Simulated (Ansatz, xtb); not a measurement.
## C4H6OS2: which of two isomers lies lower

Structure I: `CCSSC=C=O`, a singlet. Structure II: `O=CC1SCCS1`, a singlet. Both are isolated molecules in the gas phase, relaxed with r2SCAN-D4/def2-SVP, each in the lowest conformer that the search found.

Quicker runs give these differences E(II) − E(I): GFN2-xTB +21.2 kJ/mol; HF/STO-3G −145.8 kJ/mol (at GFN2-xTB geometries); r2SCAN-D4/def2-SVP//GFN2-xTB −38.0 kJ/mol.

Q: Which of the two would you expect CCSD(T)/def2-SVP + ΔMP2/def2-TZVPP electronic energies to favour?

A: Structure II; the calculation gives E(II) − E(I) = −41.6 kJ/mol.

Level by level:

```tsv
level	geometry	E(II) − E(I) (kJ/mol)	departure from the last row (kJ/mol)	job, with rough time for the two
GFN2-xTB	GFN2-xTB	+21.2	+62.8	optimisation, 0.29 s
HF/STO-3G	GFN2-xTB	−145.8	−104.2	single point, 0.34 s
r2SCAN-D4/def2-SVP//GFN2-xTB	GFN2-xTB	−38.0	+3.7	single point, 3.3 s
r2SCAN-D4/def2-SVP	r2SCAN-D4/def2-SVP	−31.1	+10.5	optimisation, 42 s
HF/def2-SVP	r2SCAN-D4/def2-SVP	−33.8	+7.8	part of the CCSD(T) run
MP2/def2-SVP	r2SCAN-D4/def2-SVP	−52.2	−10.6	part of the CCSD(T) run
CCSD(T)/def2-SVP	r2SCAN-D4/def2-SVP	−50.6	−8.9	single point
CCSD(T)/def2-SVP + ΔMP2/def2-TZVPP	r2SCAN-D4/def2-SVP	−41.6		single point, 50 s
```

As drawn, II has 1 C–C, 2 C–S in place of 1 S–S, 1 C=C. Structure I has no ring, II a 5-membered ring.

GFN2-xTB puts the two in the other order. The largest departure from CCSD(T)/def2-SVP + ΔMP2/def2-TZVPP is that of HF/STO-3G, 104.2 kJ/mol. The last row adds to CCSD(T) the change of the MP2 difference between the two basis sets, here +8.9 kJ/mol.

With thermal terms from frequencies at re-optimised GFN2-xTB minima (ideal gas, soft modes damped towards free rotors, one conformer each, 298.15 K, 1 atm): the zero-point term adds +4.3 kJ/mol; ΔH is −42.3 and ΔG −29.9 kJ/mol.

The correlated steps freeze 15 core orbitals. Programs: Ansatz 0.2.0, xtb 6.7.1; the last row on 4 threads of Arm Neoverse V2 on a shared host.
